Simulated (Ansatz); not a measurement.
A run for Ansatz (an electronic-structure program): U-BHLYP/def2-TZVPP on CH (SMILES [CH]), 2S+1 = 2, a spin state set in the input, which need not be the lowest.

Ansatz 0.2 input:
```yaml
crystal:
  periodic: [false, false, false]
  atoms:
    - {symbol: C, position_ang: [-0.00000000, -0.00000000, -0.16050086]}
    - {symbol: H, position_ang: [0.00000000, 0.00000000, 0.96300518]}
basis:
  gaussian:
    orbitals: def2-TZVPP
hamiltonian:
  xc: {name: BHLYP}
magnetization: {spin_polarized: true, initial_magnetization: 1}
```

The head of its log:

```
Functional definition: BHLYP
[...]
integrals: 0.00 GiB planned
280 factors; their error is unknown
mean field: 0.08 GiB planned
mean field evaluation 1: about -1046.8377 eV, gradient 6.0e0 eV
mean field evaluation 2: about -1047.0116 eV, gradient 1.9e0 eV
```

Question: Give the final energy of this run.

Answer: -38.4778 hartree.
